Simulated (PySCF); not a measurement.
Species: C7H11Cl.
Numbering: `[Cl:1][C@@:2]12[CH2:3][CH2:4][CH2:5][C@@H:6]1[CH2:7][CH2:8]2` (hydrogens: H9, H10 on C3; H11, H12 on C4; H13, H14 on C5; H15 on C6; H16, H17 on C7; H18, H19 on C8)

Geometry (PBE0-D3(BJ)/def2-SVP, Å), atoms numbered from 1 in this order:
```xyz
19
C7H11Cl angstrom
Cl    -1.509    5.411   -2.954
C     -1.555    4.273   -1.571
C     -2.925    4.262   -0.899
C     -3.056    2.847   -0.334
C     -2.413    1.974   -1.417
C     -1.207    2.785   -1.880
C     -0.028    2.879   -0.884
C     -0.330    4.371   -0.642
H     -3.029    5.061   -0.149
H     -3.691    4.426   -1.672
H     -4.098    2.572   -0.116
H     -2.498    2.756    0.614
H     -3.117    1.845   -2.256
H     -2.139    0.969   -1.061
H     -0.908    2.586   -2.917
H      0.957    2.680   -1.328
H     -0.139    2.235    0.002
H     -0.570    4.660    0.393
H      0.438    5.054   -1.027
```

Linear response at CAM-B3LYP/def2-SVPD (PySCF, frozen core in the response, non-relativistic).

Static isotropic polarisability: 89.76 au (13.30 Å³), principal values 82.5, 88.5, 98.3 au.

**Question.** What is the polarisability at 1064 nm and at the sodium D line?

**Answer.** 90.36 au at 1064 nm (+0.7 %), 91.75 au at 589.3 nm (+2.2 %). The rise at 589.3 nm is 3.33 times that at 1064 nm; a pure ω² law gives 3.26. The lowest singlet lies at 176 nm, shorter than both wavelengths.

**Question.** What is the isotropic C6 coefficient between two such molecules, C6 = (3/π)∫α(iω)² dω?

**Answer.** 3587 au (Eh·bohr⁶) by a ten-point quadrature over imaginary frequencies, which is 2140 eV·Å⁶ or 207 J·nm⁶/mol.

**Question.** Which effective excitation energy ω̄ makes London's formula C6 = (3/4)α²ω̄ exact here?

**Answer.** ω̄ = 4·C6/(3α²) = 0.594 Eh = 16.2 eV. A one-pole form α(ω) = α/(1 − ω²/ω̄²) fitted to the 1064 nm value gives 14.4 eV.

**Question.** What three-body coefficient follows from the one-pole estimate C9 = (3/4)·α·C6?

**Answer.** 241000 au. This is an estimate from the two numbers above, not a computed integral.

**Question.** How anisotropic is the static polarisability, by Δα² = ½[(α1 − α2)² + (α2 − α3)² + (α3 − α1)²]?

**Answer.** Δα = 13.8 au, or 0.15 of the isotropic value.

**Question.** What molar refraction at the D line follows from R = (4π/3)·N_A·α′, with α′ the polarisability volume?

**Answer.** α′ = 13.60 Å³ gives R = 34.29 cm³/mol, for isolated, non-vibrating species.

Time: 2.1 min of wall time; peak memory 1.2 GiB. Hardware: Arm Neoverse N1, one thread, shared host with 64 logical CPUs at a one-minute load of 51. This is the whole response run at CAM-B3LYP/def2-SVPD, SCF included.

One conformer stands for the species.
